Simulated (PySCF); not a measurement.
## Dipole response of I (iodine, neutral)

[Kr] 4d10 5s2 5p5, 2P determinant. Computed with PySCF 2.14 in aug-cc-pVDZ-PP with ECP28MDF, with scalar relativity through the core potential. Coupled (time-dependent) response in atomic units; α is the mean over directions. A double-zeta set is small for polarisabilities.

```json
{"method": "UHF", "mean α (bohr³)": "30.22", "α xx, yy, zz": "27.66, 31.51, 31.51", "C₆ (like pair)": "321.2", "S(−4)": "161.7"}
{"method": "PBE", "mean α (bohr³)": "32.39", "α xx, yy, zz": "29.01, 34.09, 34.09", "C₆ (like pair)": "347.7", "S(−4)": "205.9"}
{"method": "PBE0", "mean α (bohr³)": "31.45", "α xx, yy, zz": "28.43, 32.96, 32.96", "C₆ (like pair)": "335.8", "S(−4)": "185.3"}
{"method": "B3LYP", "mean α (bohr³)": "31.53", "α xx, yy, zz": "28.36, 33.11, 33.11", "C₆ (like pair)": "335.0", "S(−4)": "192.1"}
{"method": "M06", "mean α (bohr³)": "33.05", "α xx, yy, zz": "29.79, 34.68, 34.68", "C₆ (like pair)": "352.2", "S(−4)": "223.4"}
```

S(−4) is the Cauchy moment in α(ω) = α(0) + S(−4) ω² + …

Reference α: 32.9 ± 1.3 bohr³ (recommended; Schwerdtfeger and Nagle, table of static dipole polarizabilities (2023 update)). Published C₆: 385.0 (Chu and Dalgarno (2004); Tang, Norbeck and Certain (1976)).

Spin-orbit coupling is absent.

α(iu) at PBE0:

| u (hartree) | α(iu) (bohr³) |
| --- | --- |
| 0 | 31.45 |
| 0.0500 | 31.00 |
| 0.100 | 29.74 |
| 0.200 | 25.80 |
| 0.300 | 21.41 |
| 0.500 | 14.25 |
| 0.750 | 8.833 |
| 1.00 | 5.847 |
| 1.50 | 3.028 |
| 2.00 | 1.828 |
| 3.00 | 0.8669 |
| 5.00 | 0.3270 |

A single London oscillator, α(iu) = α/(1 + u²/ω²), gives C₆ = (3/4) ω α². Matching the computed C₆ needs ω = 4 × 335.8 / (3 × 31.45²) = 0.453 hartree.

The components differ because the open shell of this determinant is not spherical; for a pure term their mean is the scalar polarisability.

Energies and moments cover only the electrons outside the core potential.
